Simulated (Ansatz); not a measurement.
Geometry optimisation, Ansatz 0.2.0, RHF/def2-SVP.

Input:

```yaml
crystal:
  periodic: [false, false, false]
  atoms:
    - { symbol: Si, position_ang: [0.0, 0.0, 0.0] }
    - { symbol: Cl, position_ang: [0.0, 0.0, 2.48] }
    - { symbol: H, position_ang: [1.3768, 0.0, -0.4862] }
    - { symbol: H, position_ang: [-0.6877, 1.1914, -0.4862] }
    - { symbol: H, position_ang: [-0.6877, -1.1914, -0.4862] }
    - { symbol: O, position_ang: [-1.879, 0.0, 0.6243] }
    - { symbol: Si, position_ang: [-3.1189, -0.9102, -0.0514] }
    - { symbol: H, position_ang: [-2.618, -2.2382, -0.3935] }
    - { symbol: H, position_ang: [-4.211, -1.0354, 0.9095] }
    - { symbol: H, position_ang: [-3.6069, -0.249, -1.2582] }
    - { symbol: H, position_ang: [-1.3553, 0.0, 1.769] }
basis:
  gaussian: { orbitals: def2-SVP }
hamiltonian:
  xc: hf
relax:
  f_tol: 0.15
  max_steps: 25
  restrain:
    - { distance: [0, 5], at: 2.88, k: 30.0 }
    - { distance: [10, 1], at: 2.57, k: 30.0 }
    - { distance: [0, 1], at: 2.13, k: 30.0 }
    - { distance: [10, 5], at: 1.01, k: 30.0 }
```

Launched with:

```bash
$ ansatz run input.yaml --threads 2 --pin off --max-ram 3072MiB --backend cpu --events-out ev --progress --plain --runs-dir out
```

Question: Where does it end, and by what steps?

Answer: The forces met the threshold. The restraints hold the end off the free minimum. After 9 steps the energy has fallen by 3.523 eV (the restraints' own energy left out); H11 moved furthest, 0.72 Å. Parted: Si1–O6 (1.98 → 2.89 Å).

```
step  energy less start (eV)  largest force component (eV/Å)  accepted
   0                  0.0000                           3.751       yes
   1                 -1.1566                           4.406       yes
   2                 -1.7775                           4.832       yes
   3                 -2.3243                           3.942       yes
   4                 -3.0643                           2.084       yes
   5                 -3.4001                           2.103       yes
   6                 -3.4845                           1.482       yes
   7                 -3.5020                           1.392       yes
   8                 -3.5122                           1.375       yes
   9                 -3.5229                           1.291       yes
```

```xyz
11
Properties=species:S:1:pos:R:3
Si 0.522 0.142 -0.002
Cl 0.495 0.085 2.118
H 1.949 0.277 -0.362
H -0.212 1.325 -0.475
H 0.021 -1.134 -0.534
O -2.261 -0.164 0.702
Si -3.541 -0.989 0.045
H -3.187 -2.411 -0.196
H -4.727 -0.948 0.936
H -3.847 -0.332 -1.239
H -1.999 -0.285 1.628
```

Run time: 14 s on 2 threads of Arm Neoverse V1, on a shared host, peak memory 0.21 GiB.
